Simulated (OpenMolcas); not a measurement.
**F3+: effect of the basis set**

```json
{
 "Program": "OpenMolcas",
 "Method": "SS-RASPT2, IPEA 0.25 Eh, imaginary shift 0.1 Eh (closed shells correlated: 1s 2s)",
 "Active space": "2 electrons in 9 orbitals (RAS2 2p; RAS3 3s 3d, at most 1 electron)",
 "State averaging": "2S+1 = 3 even, 3 roots; 2S+1 = 1 even, 6 roots",
 "Spin-orbit coupling": "RASSI with atomic mean-field integrals over the reference wave functions, term energies averaged over their components"
}
```

A. ANO-R3 [4s4p2d1f], X2C, finite nucleus; CASPT2 step of the order of 1.5 core-seconds
B. ANO-RCC-VQZP [5s4p3d2f1g], DKH2, point nucleus; CASPT2 step roughly 2 core-seconds
C. ANO-RCC [8s7p4d3f2g], DKH2, point nucleus; CASPT2 step of the order of 3 core-seconds

Energies in cm-1 above 2s2 2p2 3P0, the measured ground level; measured values from Moore, Atomic Energy Levels, vol. I, NSRDS-NBS 35 (1971 reprint of NBS Circular 467, 1949).

```csv
Level,A,B,C,Measured
2s2 2p2 3P0,0.0,0.0,0.0,0.0
2s2 2p2 3P1,221,223,225,225
2s2 2p2 3P2,647,653,657,613
2s2 2p2 1D2,25840,25680,25510,25241
2s2 2p2 1S0,60510,60000,59590,53544
```

Deviations, from unrounded energies. A percentage is the sum of absolute deviations over the sum of measured energies, with the sign that they share, or ± where signs differ.

```csv
Against measurement,Levels,A,B,C
mean absolute deviation (cm-1),4,1900,1700,1600
fine structure of the ground term (%),2,±4.6,±5.0,±5.3
other terms of the ground configuration (%),2,+9.6,+8.8,+8.0
```

C lies closest to measurement on these levels and A furthest from it. The largest miss of C in the table is 2s2 2p2 1S0, by +6000 cm-1. The ranking rests on the paired levels alone, and a cruder setting can come out closer through cancelling errors.

Among A to C the level of the table that moves most is 2s2 2p2 1S0, by 920 cm-1 (lowest in C, highest in A). Moves below CASPT2's spread within the term are not significant.

Term energies are means over components that CASPT2 splits; among the terms shown or strongly mixed into the levels shown the widest spread is 75 cm-1 (2s2 2p2 1D, A). With the s shell closed, the reference lacks s² → p² mixing. Measured partners are found by configuration, term and J. A level has none where our copy of the source lacks it or the pairing is in doubt (some pairs that miss far off the trend of their configuration count as doubtful), and it then counts in no deviation. Levels of configurations outside the active space are missing.
